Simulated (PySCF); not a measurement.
## Broadened absorption spectrum of C5H5FO2

Compound: C5H5FO2.
SMILES with atom numbers: `[CH3:1][O:2][C:3]1=[CH:4][C:5](=[O:6])[C@H:7]1[F:8]` (hydrogens: H9, H10, H11 on C1; H12 on C4; H13 on C7)

Theory: TDDFT PBE0/def2-SVPD, vertical, gas phase, core orbitals frozen in the response (PySCF). The structure is a single GFN2-xTB conformer in the gas phase; no vibrational or solvent corrections. Torsions of this conformer, `[CH3:1][O:2][C:3]1=[CH:4][C:5](=[O:6])[C@H:7]1[F:8]`: C1–O2–C3–C4 -1°.

Computed states:

```csv
state,E (eV),f
S1,4.28,0.0001
S2,5.81,0.0020
S3,6.31,0.375
S4,6.75,0.0076
S5,7.10,0.011
S6,7.14,0.039
S7,7.30,0.034
S8,7.39,0.079
```

Broadening: Gaussians 0.5 eV wide at half height, area fixed by f = 4.319×10⁻⁹ ∫ε dν̃. The cross-section is σ = 3.8235×10⁻²¹ ε cm², given in Mb (10⁻¹⁸ cm²). The width is an assumption, not a result. The curve ends short of the highest state used, and states not computed would add to its high-energy end.

Problem. Give the broadened spectrum and its maxima.

Solution. 
| λ (nm) | σ (Mb) |
| --- | --- |
| 182.5 | 10.97 |
| 186.5 | 24.18 |
| 190.4 | 50.39 |
| 194.3 | 73.57 |
| 198.3 | 74.60 |
| 202.2 | 54.35 |
| 206.1 | 29.71 |
| 210.1 | 12.41 |
| 214.0 | 4.39 |
| 217.9 | 1.43 |
| 221.9 | 0.47 |
| 225.8 | 0.18 |
| 229.7 | 0.07 |
| 233.7 | 0.03 |
| 237.6 | 0.01 |
| 241.5 | 0.00 |
| 245.5 | 0.00 |
| 249.4 | 0.00 |
| 253.3 | 0.00 |
| 257.3 | 0.00 |
| 261.2 | 0.00 |
| 265.1 | 0.00 |
| 269.1 | 0.01 |
| 273.0 | 0.01 |
| 276.9 | 0.01 |
| 280.8 | 0.02 |
| 284.8 | 0.02 |
| 288.7 | 0.02 |
| 292.6 | 0.02 |
| 296.6 | 0.02 |
| 300.5 | 0.02 |
| 304.4 | 0.01 |
| 308.4 | 0.01 |
| 312.3 | 0.01 |
| 316.2 | 0.01 |
| 320.2 | 0.00 |
| 324.1 | 0.00 |
| 328.0 | 0.00 |
| 332.0 | 0.00 |
| 335.9 | 0.00 |
| 339.8 | 0.00 |
| 343.8 | 0.00 |
| 347.7 | 0.00 |
| 351.6 | 0.00 |

Maxima: 290 nm (4.28 eV), ε about 5.9, made up of S1 (100%); 196 nm (6.31 eV), ε about 20000, made up of S3 (100%) (ε in L mol⁻¹ cm⁻¹; maxima over ε = 5, shares over 10%).

Problem. What would ε be at 6.31 eV, the highest of these maxima, with half the width (0.25 eV)?

Solution. About 40400 L mol⁻¹ cm⁻¹ against 20300, a factor of about 1.99; a lone state at its own centre would give exactly 2.

Problem. Does any computed singlet lie in the visible range?

Solution. No computed singlet lies in the visible range (380 to 750 nm); the lowest, at 290 nm, stands 1.01 eV above its violet end (3.26 eV).

Problem. On this curve, what absorbance would a 10⁻⁵ mol/L sample give at 266 nm over a 1 cm path?

Solution. 266 nm is 4.661 eV, where ε is about 1.1 L mol⁻¹ cm⁻¹, so A = ε c l ≈ 1.1e-05 (Beer–Lambert, with the gas-phase spectrum and the assumed width).
